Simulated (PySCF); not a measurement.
## Orbital levels and atomic charges

System: [C9H18NaO6]+ (cation solvate), SMILES COC(C)=O.COC(C)=O.COC(C)=O.[Na+].

Cartesian coordinates (Å):
```
  1 C     1.3392    3.3380   -2.0397
  2 O     0.2588    2.9340   -2.8735
  3 C    -0.3934    1.8364   -2.5605
  4 C    -1.4908    1.5308   -3.5313
  5 O    -0.1268    1.1511   -1.5879
  6 C    -2.3236   -1.5234    3.2480
  7 O    -3.1988   -0.6408    2.5542
  8 C    -2.7756   -0.0939    1.4369
  9 C    -3.8015    0.8040    0.8191
 10 O    -1.6696   -0.2976    0.9658
 11 C     3.5886   -0.7611    2.0526
 12 O     3.5756   -1.8995    1.1985
 13 C     2.5766   -2.0392    0.3553
 14 C     2.7004   -3.2796   -0.4715
 15 O     1.6574   -1.2424    0.2664
 16 Na    0.0123   -0.1825   -0.1048
 17 H     1.7197    4.2593   -2.4723
 18 H     2.1177    2.5728   -2.0302
 19 H     0.9907    3.5118   -1.0193
 20 H    -2.1982    2.3563   -3.5542
 21 H    -1.0716    1.4337   -4.5300
 22 H    -1.9971    0.6123   -3.2492
 23 H    -2.8655   -1.8428    4.1338
 24 H    -1.4042   -1.0063    3.5296
 25 H    -2.0762   -2.3828    2.6226
 26 H    -4.7020    0.2321    0.6097
 27 H    -4.0691    1.5880    1.5233
 28 H    -3.4140    1.2402   -0.0965
 29 H     4.4968   -0.8450    2.6430
 30 H     2.7112   -0.7627    2.7028
 31 H     3.6013    0.1588    1.4641
 32 H     3.6252   -3.2424   -1.0422
 33 H     2.7547   -4.1475    0.1812
 34 H     1.8519   -3.3702   -1.1437
```

Method: PBE0/def2-SVP, gas phase, PySCF, fitting set def2-universal-JFIT up to Ne and JKFIT beyond, grid level 1.

Tight-binding distances from s-block cations to their ligands are unreliable.

Problem. Give the orbital energies near the gap.

Solution. 
| orbital | eV |
| --- | --- |
| HOMO-4 | -12.25 |
| HOMO-3 | -12.22 |
| HOMO-2 | -11.86 |
| HOMO-1 | -11.83 |
| HOMO | -11.73 |
| LUMO | -3.26 |
| LUMO+1 | -3.21 |
| LUMO+2 | -3.14 |
| LUMO+3 | -2.91 |

Problem. Give the partial charges of the non-hydrogen atoms.

Solution. 
| atom | Mulliken | IAO | Hirshfeld |
| --- | --- | --- | --- |
| C1 | 0.10 | -0.21 | -0.02 |
| O2 | -0.29 | -0.29 | -0.06 |
| C3 | 0.22 | 0.55 | 0.26 |
| C4 | -0.04 | -0.47 | -0.11 |
| O5 | -0.37 | -0.54 | -0.26 |
| C6 | 0.11 | -0.21 | -0.02 |
| O7 | -0.29 | -0.29 | -0.06 |
| C8 | 0.22 | 0.55 | 0.26 |
| C9 | -0.04 | -0.47 | -0.11 |
| O10 | -0.37 | -0.55 | -0.26 |
| C11 | 0.10 | -0.21 | -0.02 |
| O12 | -0.29 | -0.29 | -0.06 |
| C13 | 0.23 | 0.55 | 0.26 |
| C14 | -0.04 | -0.47 | -0.11 |
| O15 | -0.38 | -0.55 | -0.26 |
| Na16 | 0.63 | 0.82 | 0.41 |
